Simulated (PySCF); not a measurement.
Deuteron quadrupole couplings in `[SiH3]OC1=CCC/C1=C\Cl`

Species: C6H9ClOSi.
Numbering: `[SiH3:1][O:2][C:3]1=[CH:4][CH2:5][CH2:6]/[C:7]1=[CH:8]\[Cl:9]` (hydrogens: H10, H11, H12 on Si1; H13 on C4; H14, H15 on C5; H16, H17 on C6; H18 on C8)

Structure used (GFN2-xTB), in Å, numbered top down from 1:
```
atom  x, y, z in Å
Si1    3.0471    0.3536   -0.2429
O2     1.4808    0.7792   -0.1029
C3     0.3530    0.0581   -0.0300
C4     0.1994   -1.2698   -0.0564
C5    -1.2377   -1.6706    0.0534
C6    -1.9993   -0.3365    0.1559
C7    -0.9385    0.7268    0.0977
C8    -1.1082    2.0448    0.1506
Cl9   -2.6628    2.7637    0.3003
H10    3.6376    1.6813   -0.2560
H11    3.2711   -0.4037   -1.4755
H12    3.4647   -0.4631    0.8980
H13    0.9955   -1.9873   -0.1441
H14   -1.4011   -2.2993    0.9319
H15   -1.5485   -2.2491   -0.8197
H16   -2.5609   -0.2590    1.0878
H17   -2.7087   -0.2095   -0.6629
H18   -0.2923    2.7467    0.1032
```

Level: PBE0/pcSseg-1 (PySCF, non-relativistic); Q(2H) = 0.00286 b; rigid geometry, the same for H and D, with no vibrational averaging.

Task: Rank these positions by the coupling χzz of a deuteron there, largest first.
A. H14 (methylene hydrogen)
B. H18 (vinylic hydrogen)
C. H10 (Si–H hydrogen)
D. H12 (Si–H hydrogen)
E. H13 (vinylic hydrogen)

Result: E (230 kHz), B (221 kHz), A (204 kHz), C (113 kHz), D (106 kHz).

Task: Tabulate Vzz, the asymmetry η and χzz = 234.96 MHz × Q × Vzz for every hydrogen position.

Result: 
| atom | bonded to | bond length (Å) | Vzz (au) | η | χzz (kHz) |
| --- | --- | --- | --- | --- | --- |
| H10 | Si1 | 1.453 | 0.1675 | 0.02 | 113 |
| H11 | Si1 | 1.464 | 0.1583 | 0.04 | 106 |
| H12 | Si1 | 1.464 | 0.1583 | 0.04 | 106 |
| H13 | C4 | 1.075 | 0.3417 | 0.08 | 230 |
| H14 | C5 | 1.093 | 0.3034 | 0.02 | 204 |
| H15 | C5 | 1.092 | 0.3036 | 0.02 | 204 |
| H16 | C6 | 1.091 | 0.3059 | 0.02 | 206 |
| H17 | C6 | 1.091 | 0.3059 | 0.02 | 206 |
| H18 | C8 | 1.077 | 0.3287 | 0.10 | 221 |

Task: Average by the element that carries the hydrogen.

Result: on Si: 108 kHz over 3 positions, mean bond length 1.460 Å; on C: 212 kHz over 6 positions, mean bond length 1.087 Å.

Task: How does χzz go with the bond length over the 6 C–H bonds?

Result: A straight-line fit has a slope of -13.5 kHz for each 0.01 Å, with a correlation coefficient of -0.98, over lengths from 1.075 to 1.093 Å. The longer bonds have the smaller couplings here.

Task: Give the 2H NMR doublet splittings at H13 for a magnetic field along the z, y and x axes of the gradient: 3χ/2, 3χ(1 + η)/4, 3χ(1 − η)/4.

Result: With |χ| = 229.6 kHz and η = 0.082: 344, 186 and 158 kHz, to first order and without motion.

The structure is a single GFN2-xTB conformer in the gas phase; no vibrational or solvent corrections. GFN2-xTB bond lengths can be off by several hundredths of an ångström, more for odd bonds, and the gradients follow them. The small basis limits the accuracy of the gradients.
